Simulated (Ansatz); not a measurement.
Consider the redistribution: `C=N[Si](N)(O)F` + `C[SiH2]F` → `C[Si](N)(O)F` + `C=N[SiH2]F`.

Isolated molecules relaxed with PBE0-D4/def2-TZVP in Ansatz; ΔE leaves out vibrations. CCSD(T)/CBS adds triple-zeta CCSD(T) − MP2 to the extrapolated MP2 energy (def2 sets, frozen cores). Functionals use def2-TZVPP. B3LYP here is the variant with VWN-RPA as its local correlation; programs differ in this. One conformer a species, not always the lowest.

Q: Is it downhill or uphill in electronic energy at CCSD(T)/CBS, and by how much? (Estimate.)

A: Ansatz gave: Nearly level: ΔE = -0.5 kcal/mol.

Q: What do these levels give: PBE-D4, PBE0-D4, ωB97X-V, ωB97M-V, B2PLYP, PBE0, B3LYP, HF/def2-TZVPP, SCS-MP2/def2-TZVPP, CCSD(T)/def2-TZVPP, SCS-MP2/def2-QZVPP, CCSD/CBS(def2)? (An estimate is asked.)

A: Ansatz gave: PBE-D4 -0.9, PBE0-D4 -0.5, ωB97X-V -0.6, ωB97M-V -0.6, B2PLYP -0.7, PBE0 -0.6, B3LYP -0.9, HF/def2-TZVPP 0.0, SCS-MP2/def2-TZVPP -0.4, CCSD(T)/def2-TZVPP -0.3, SCS-MP2/def2-QZVPP -0.5, CCSD/CBS(def2) -0.4 kcal/mol.

Largest T1 diagnostic among the species: 0.013.
